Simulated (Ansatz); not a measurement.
`COC(=O)C(F)(F)C(F)(F)F` → `CO[C]=O`• + `F[C](F)C(F)(F)F`• at 400 K and 1 bar (homolysis of the C–C bond).

Program: Ansatz. Geometries: PBE0-D4/def2-TZVP. ΔE: electronic, gas phase. CCSD(T)/CBS adds triple-zeta CCSD(T) − MP2 to the extrapolated MP2 energy (def2 sets, frozen cores). Open shells (•) are unrestricted, without spin–orbit coupling. Each species was taken in one conformer, which may not be the lowest.

```csv
species,CCSD(T)/CBS energy (Eh),H − E (kJ/mol),S (J/(mol·K))
`COC(=O)C(F)(F)C(F)(F)F`,-803.30583,258.2,489.1
`CO[C]=O`•,-228.17792,151.4,310.8
`F[C](F)C(F)(F)F`•,-574.98075,94.0,370.1
```

H − E and S are ideal-gas, rigid-rotor, harmonic terms from PBE0-D4/def2-TZVP, for one conformer and one mirror image of each species, with the whole ground term of open shells counted as degenerate. 1 Eh = 2625.50 kJ/mol, R = 8.31446 J/(mol·K).

**Question.** By hand: ΔE, ΔH, ΔS and ΔG.

**Answer.** ΔE = (-228.17792) + (-574.98075) − (-803.30583) = 0.14716 Eh = 386.4 kJ/mol. Δ(H − E) = 151.4 + 94.0 − 258.2 = -12.8, so ΔH = 373.6 kJ/mol. ΔS = 310.8 + 370.1 − 489.1 = 191.8 J/(mol·K). ΔG = 373.6 − 400 × (191.8)/1000 = 296.9 kJ/mol.

**Question.** By hand: the equilibrium constant, and the temperature at which ΔG would vanish if ΔH and ΔS stayed fixed.

**Answer.** log₁₀ K = −ΔG/(RT ln 10) = -38.8. ΔG = 0 at ΔH/ΔS = 1948 K.

The number of gas molecules changes by +1, which sets the sign of ΔS. A doubt of 5 kJ/mol in ΔE shifts log₁₀ K by 0.7 here. Other conformers and mirror images would add mixing entropy, several J/(mol·K) or more a flexible species. Modes under 60 cm⁻¹, often nearly free rotors, make the harmonic entropy too high. These are equilibria of isolated gas molecules and say nothing of rates. Largest T1 diagnostic: 0.020 (customary marks: 0.02 for closed shells, 0.045 for open ones).
